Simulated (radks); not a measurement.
Correlation energies from several functionals, in hartree. Species: Ne [Ne]; Ti12+ [Ne]; Ag [Kr] 4d10 5s1; Li+ [He]. Method: non-relativistic Kohn-Sham, exchange-only B88, spin-polarised, spherical densities, point nucleus; computed with a radial shooting solver on a logarithmic mesh with Libxc functionals. Every spin shell is full or empty, so the densities are truly spherical. Functionals are evaluated on that one density, not self-consistently.

functional,Ne,Ti12+,Ag,Li+
PW92,-0.73962,-1.0361,-4.4387,-0.13414
Chachiyo,-0.72409,-1.0238,-4.3785,-0.13089
PBEsol,-0.40747,-0.49860,-2.7974,-0.055939
LYP,-0.38280,-0.46222,-2.3632,-0.047682
AM05,-0.66456,-0.93783,-4.1302,-0.11682
OP (B88),-0.37680,-0.47650,-2.2924,-0.060440
SCAN,-0.34378,-0.40745,-2.4741,-0.040210
r2SCAN,-0.34594,-0.41207,-2.4881,-0.040210
B95,-0.38706,-0.56131,-2.9925,-0.049902
Tao-Mo,-0.31020,-0.38390,-2.3833,-0.030630
